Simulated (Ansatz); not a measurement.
Consider the redistribution: `[CH3][Sb]([CH3])[SiH3]` + `[SiH3][SiH3]` → `[CH3][SbH][CH3]` + `[SiH3][SiH2][SiH3]`.

Program: Ansatz. Geometries: PBE0-D4/def2-TZVP. ΔE: electronic, gas phase. CCSD(T)/CBS is the MP2 limit (def2-TZVPP, def2-QZVPP) plus CCSD(T) − MP2 in def2-TZVPP, frozen cores. Functionals use def2-TZVPP. def2 core potentials past Kr. For Sb outer-core shells are correlated without core-valence functions, which leaves a few kJ/mol of doubt a bond.

**Question.** Is it downhill or uphill in electronic energy at CCSD(T)/CBS, and by how much? (Best estimate.)

**Answer.** Computed: Uphill: ΔE = +0.28 eV.

**Question.** What do these levels give: r2SCAN-D4, r2SCANh-D4, r2SCAN0, CAM-B3LYP, CCSD/def2-SVP, CCSD/def2-TZVPP? (Estimate.)

**Answer.** The calculation gave: r2SCAN-D4 0.22, r2SCANh-D4 0.23, r2SCAN0 0.23, CAM-B3LYP 0.22, CCSD/def2-SVP 0.23, CCSD/def2-TZVPP 0.23 eV.

Largest T1 diagnostic among the species: 0.013.

The D4 term adds +0.03 eV with B3LYP and +0.02 eV with PBE0; it sums over pairs of atoms, weighted by their polarisabilities, and B3LYP, whose exchange is more repulsive, gets the larger term. Leaving LDA and LC-ωPBE aside and taking each functional with its dispersion term where it has one, the values, not all of them listed here, spread over 0.15 eV, from B97M-V to BHLYP-D4. At CCSD(T), def2-SVP lies −0.04 eV from the extrapolated value and def2-TZVPP −0.05 eV.

B3LYP here is the variant with VWN-RPA as its local correlation; programs differ in this.
